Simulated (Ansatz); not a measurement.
Basis-set series for `FC1BO1`. Total charge 0; spin multiplicity 1. All single points use the PBE0-D4/def2-TZVP geometry.

```json
{"functional": "PBE0-D4", "basis": "def2-SVP", "functions": "66", "energy (Eh)": "-238.76633", "HOMO (eV)": "-8.24", "LUMO (eV)": "-0.78"}
{"functional": "PBE0-D4", "basis": "def2-QZVPP", "functions": "288", "energy (Eh)": "-239.06241", "HOMO (eV)": "-8.36", "LUMO (eV)": "-1.06"}
{"functional": "ωB97M-V", "basis": "def2-SVP", "functions": "66", "energy (Eh)": "-238.94421", "HOMO (eV)": "-10.57", "LUMO (eV)": "1.38"}
{"functional": "ωB97M-V", "basis": "def2-QZVPP", "functions": "288", "energy (Eh)": "-239.24679", "HOMO (eV)": "-10.71", "LUMO (eV)": "0.80"}
```

(1) Give the rows for def2-TZVPP. (Estimate.)

## Answers

(1) Ansatz gave: 
| functional | basis | functions | energy (Eh) | HOMO (eV) | LUMO (eV) |
| --- | --- | --- | --- | --- | --- |
| PBE0-D4 | def2-TZVPP | 152 | -239.04934 | -8.33 | -0.99 |
| ωB97M-V | def2-TZVPP | 152 | -239.23453 | -10.68 | 0.98 |

Positive LUMOs are unbound and depend on the basis.
